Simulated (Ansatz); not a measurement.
This geometry of C₂H₇AlBF (12 atoms, charge 0, multiplicity 1) is a first-order saddle point.

Theory: Ansatz, RKS LDA/cc-pVDZ.

```xyz
12
Properties=species:S:1:pos:R:3
C -1.374 0.847 0.417
B 0.059 0.368 0.822
C 1.188 0.419 -0.153
F 2.492 0.153 0.218
Al 0.597 -1.437 -0.852
H -1.471 1.224 -0.626
H -1.654 1.686 1.097
H -2.150 0.065 0.583
H 0.256 -0.172 1.907
H 1.162 1.066 -1.065
H -0.875 -2.081 -0.797
H 1.846 -2.193 -1.516
```

Task: Which two structures does it join? (They come from a converged band through this point; their orientation in space is the band's.)

Result: Bonds formed: F4–Al5. The dihedral H10–C3–Al5–H11 goes from 2 to -174°.

Initial state:

```xyz
12
Properties=species:S:1:pos:R:3
C -1.194 0.488 0.324
B 0.328 0.462 0.843
C 1.380 0.610 -0.175
F 2.699 0.468 0.092
Al 0.167 -1.168 -0.634
H -1.375 1.065 -0.608
H -1.790 0.947 1.144
H -1.748 -0.496 0.213
H 0.579 0.079 1.970
H 1.229 1.058 -1.186
H -0.312 -1.037 -2.155
H 0.114 -2.530 0.205
```

Final state:

```xyz
12
Properties=species:S:1:pos:R:3
C -1.514 1.019 0.507
B -0.112 0.364 0.743
C 0.919 0.418 -0.310
F 2.226 -0.276 -0.016
Al 0.966 -1.549 -0.831
H -1.657 1.497 -0.486
H -1.658 1.806 1.284
H -2.339 0.292 0.675
H 0.129 -0.269 1.761
H 1.116 1.085 -1.167
H 0.566 -2.681 0.217
H 1.433 -1.761 -2.344
```

Task: How far does it lie above each of them?

Result: 5.4 kcal/mol above the first and 7.2 kcal/mol above the second. This is the barrier of this one path; another mechanism may lie lower.

Time of the run: 2.1 min on 2 threads of Intel(R) Xeon(R) Platinum 8488C (Sapphire Rapids), with other jobs on the host, peak memory 0.16 GiB.
